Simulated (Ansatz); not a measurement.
Consider the ligand exchange at a B–C bond: `CCB(O)O[SiH3]` + H–F → `OB(F)O[SiH3]` + `CC`.

Computed with Ansatz on PBE0-D4/def2-TZVP structures; ΔE is electronic, products minus reactants. CCSD(T)/CBS is the MP2 limit (def2-TZVPP, def2-QZVPP) plus CCSD(T) − MP2 in def2-TZVPP, frozen cores. This one scheme is used for every species. Functionals use def2-TZVPP. Each species was taken in one conformer, which may not be the lowest.

`CCB(O)O[SiH3]`:

Cartesian coordinates in Å:
```
C -1.444 -1.823 -0.040
C -0.806 -0.452 0.141
B 0.691 -0.328 -0.321
O 1.334 -1.408 -0.841
O 1.395 0.849 -0.220
Si 0.994 2.345 0.335
H -0.900 -2.588 0.518
H -1.433 -2.127 -1.089
H -2.482 -1.834 0.301
H -1.389 0.311 -0.393
H -0.861 -0.144 1.195
H 2.241 -1.202 -1.083
H -0.135 2.909 -0.449
H 2.190 3.205 0.176
H 0.607 2.286 1.769
```

H–F:

Cartesian coordinates in Å:
```
F 0.023 -0.104 0.447
H -0.023 0.104 -0.447
```

`OB(F)O[SiH3]`:

Z-matrix (Å, degrees):
```
Si
O 1 1.655
H 1 1.484 2 110.2
H 1 1.484 2 110.2 3 -121.4
H 1 1.480 2 106.4 3 119.3
B 2 1.348 1 131.9 3 60.8
F 6 1.334 2 118.9 1 180.0
O 6 1.359 2 121.1 1 -0.0
H 8 0.960 6 113.4 2 180.0
```

`CC`:

Z-matrix (Å, degrees):
```
C
C 1 1.519
H 1 1.093 2 111.4
H 1 1.093 2 111.4 3 120.0
H 1 1.093 2 111.4 3 -120.0
H 2 1.093 1 111.4 3 180.0
H 2 1.093 1 111.4 3 -60.0
H 2 1.093 1 111.4 3 60.0
```

```json
{"species": "`CCB(O)O[SiH3]`", "PBE-D4 energy (Eh)": "-546.22094"}
{"species": "H–F", "PBE-D4 energy (Eh)": "-100.39347"}
{"species": "`OB(F)O[SiH3]`", "PBE-D4 energy (Eh)": "-566.93028"}
{"species": "`CC`", "PBE-D4 energy (Eh)": "-79.73541"}
```

Q: Work out ΔE.

A: ΔE = (-566.93028) + (-79.73541) − (-546.22094) − (-100.39347) = -0.05128 Eh = -1.40 eV. CCSD(T)/CBS gives -1.41 eV.

Largest T1 diagnostic among the species: 0.012.

The D4 term adds +0.11 eV with B3LYP and +0.07 eV with PBE0; it sums over pairs of atoms, weighted by their polarisabilities, and B3LYP, whose exchange is more repulsive, gets the larger term. In def2-TZVPP, CCSD(T) changes the Hartree–Fock value by +0.35 eV (the triples alone add +0.04 eV) and MP2 by +0.38 eV.

B3LYP here is the variant with VWN-RPA as its local correlation; programs differ in this.
